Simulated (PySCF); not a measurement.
Frontier orbitals and the lowest excitations

[Ti(CH3)Br3], CH₃Br₃Ti (singlet state).
Z-matrix (Å and degrees, PBE0-D3(BJ)/def2-SVP geometry), rows numbered from 1:
```
C 
Ti  1  2.0105
Br  2  2.3149  1  104.97
Br  2  2.3197  1  105.65  3   119.17
Br  2  2.3192  1  105.61  3  -119.32
H   1  1.1023  2  108.03  3    59.62
H   1  1.1023  2  108.39  3   179.88
H   1  1.1025  2  107.69  3   -60.13
```

Method: TDDFT wB97X-D/def2-SVPD, vertical, gas phase, core orbitals frozen in the response in PySCF 2.14.0, density-fitted response routines. Relativistic effects, spin–orbit coupling among them, are left out although an element past zinc is present.

Kohn–Sham orbitals with the atoms that hold most of them (Löwdin shares over 4%, at most four atoms; ? is withheld):

| orbital | ε (eV) | atoms |
| --- | --- | --- |
| HOMO-3 | -10.93 | C1 39%, Ti2 24%, Br3 9%, Br5 8% |
| HOMO-2 | -10.83 | Br5 42%, Br4 38%, Br3 10%, Ti2 5% |
| HOMO-1 | -10.82 | Br3 46%, Br4 25%, Br5 19%, Ti2 5% |
| HOMO | ? | ? |
| LUMO | -1.61 | Ti2 79%, Br3 7%, Br5 6%, Br4 6% |
| LUMO+1 | -1.61 | Ti2 79%, Br4 6%, Br3 6%, Br5 6% |
| LUMO+2 | -1.16 | Ti2 70%, Br5 10%, Br4 9%, Br3 5% |

(1) Which atoms hold the HOMO, and with what shares?

(2) What is the HOMO energy, and the HOMO–LUMO gap?

Answers

(1) Br3 (bonded to Ti) 34%; Br4 (bonded to Ti) 33%; Br5 (bonded to Ti) 33%.

(2) ε(HOMO) = -10.38 eV; the gap is 8.77 eV (0.3222 hartree).

Within 0.005 eV of a neighbour in this list lie LUMO/LUMO+1 (point group found: C3v); within a degenerate set the shares of single atoms can hang on how the components are chosen.

**Question.** How does S1 compare with the orbital gap of 8.77 eV?

**Answer.** S1 is at 3.43 eV (f = 0.0001), 5.34 eV below the gap, made of HOMO-3→LUMO/LUMO+1 (≥69%), HOMO-4→LUMO/LUMO+1 (≥16%). S1/S2 lie within about 0.01 eV of each other. Its leading pair isn't HOMO and LUMO; the energies of that pair differ by 9.32 eV. 

For S1 the Löwdin share of titanium is 24% in HOMO-3 and 79% in LUMO+1.

Next come S2 at 3.44 eV (f 0.0001), HOMO-3→LUMO/LUMO+1 (≥68%), HOMO-4→LUMO/LUMO+1 (≥16%); S3 at 4.08 eV (f 0.0044), HOMO→LUMO/LUMO+1 (≥83%); S4 at 4.08 eV (f 0.0052), HOMO→LUMO/LUMO+1 (≥84%); S5 at 4.14 eV (f 0.0024), HOMO-3→LUMO+2 (67%), HOMO-4→LUMO+2 (15%).

Orbitals of the list HOMO-3 to LUMO+2 that lie within 0.01 eV of each other are written together with a slash and their weights summed (≥ marks a lower bound); for degenerate orbitals outside that list single weights are arbitrary.

Löwdin shares depend on the basis, the more so with diffuse functions.
